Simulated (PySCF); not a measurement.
## Telling isomers of C₅H₁₁ClOSi₂ apart by NMR

[PySCF 2.14.0 with density-fitted response routines: GFN2-xTB structure; NMR shieldings at PBE0/pcSseg-1/GIAO; non-relativistic Hamiltonian; no solvent; one averaged value for each set of equivalent atoms; one conformer]

Shifts are taken against calculated references (same method and geometry level): 1H (σref 31.72), 13C (σref 186.93) vs TMS. Where no couplings were computed, multiplicities follow the n + 1 count of equivalent neighbours, and m marks all less simple cases (inequivalent or close neighbours, rings, F or P nearby). Shifts are as computed. Against solution values, carbons near 30 ppm lie about +3 ppm off and those near 130 ppm about +5 ppm. Of 1309 compounds with measured shifts, 239 miss one by over three times the rms of a fit or turn the order of signals round; such compounds aren't used in these exercises.

(1) Tabulate the signals of `CC(C)=C(C=O)[SiH2][SiH2]Cl`, `C/C([SiH3])=C(\C=O)C[SiH2]Cl` and their relative energies.

(2) What is the quickest way to tell CC(C)=C(C=O)[SiH2][SiH2]Cl from C/C([SiH3])=C(\C=O)C[SiH2]Cl?

## Answers

(1) 
```json
{"SMILES": "CC(C)=C(C=O)[SiH2][SiH2]Cl", "carbon types": "2×C 1×CH 2×CH3", "δC": "200.4, 182.2, 140.0, 30.4, 24.3", "δH": "10.35 (s, 1H), 5.37 (t, 2H), 4.13 (t, 2H), 2.38 (s, 3H), 2.26 (s, 3H)", "E rel. (kcal/mol)": "0.0"}
{"SMILES": "C/C([SiH3])=C(\\C=O)C[SiH2]Cl", "carbon types": "2×C 1×CH 1×CH2 1×CH3", "δC": "196.3, 159.7, 155.4, 26.4, 21.3", "δH": "10.29 (s, 1H), 5.44 (t, 2H), 4.36 (s, 3H), 2.60 (s, 3H), 1.68 (t, 2H)", "E rel. (kcal/mol)": "8.2"}
```

Energies are electronic energies at PBE0/pcSseg-1 on these geometries, without zero-point or thermal terms, each for the one conformer computed, which needn't be the lowest.

(2) Both give the same number of carbon signals, but DEPT or the intensities differ. The first has a β carbon of a C=C–C=O unit (C) at 182.2 ppm, the second an allylic sp3 CH2 bonded to Si at 26.4 ppm. Their most deshielded carbons lie at 200.4 and 196.3 ppm.
